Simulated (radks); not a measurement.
Values are calculated unless marked as measured or tabulated.
All-electron atom: Mo II in [Kr] 4d4 5p1 (not the ground configuration).

Level of theory: scalar-relativistic Kohn-Sham, PBE, spin-unpolarised, spherical densities, finite nucleus; Fermi nuclear charge, rms radius 4.4091 fm (a radial shooting solver on a logarithmic mesh with Libxc functionals).

Energy parts (hartree):
part                       energy
total                 -4048.10741
kinetic                4173.84591
electron-nucleus      -9739.34193
Hartree                1640.49590
exchange-correlation   -123.10729

Orbitals (lengths in bohr, moments of r in powers of bohr):
| orbital | occ. | eigenvalue (hartree) | <r^4> |
|---|---|---|---|
| 1s | 2 | -728.8642 | 7.208e-06 |
| 2s | 2 | -103.3035 | 0.001335 |
| 2p | 6 | -92.39645 | 0.0009571 |
| 3s | 2 | -17.93253 | 0.06876 |
| 3p | 6 | -14.35771 | 0.07597 |
| 3d | 10 | -8.54185 | 0.08343 |
| 4s | 2 | -2.77882 | 2.886 |
| 4p | 6 | -1.82337 | 4.740 |
| 4d | 4 | -0.50963 | 28.35 |
| 5p | 1 | -0.26955 | 468.5 |

The highest occupied level is 5p at -7.335 eV. The density falls to 0.001 e/bohr^3 at r = 4.56 bohr. Summed over all electrons, <r^2> = 49.60 bohr^2, which gives a Langevin (diamagnetic) susceptibility term of -39.3 x 10^-6 cm^3/mol.
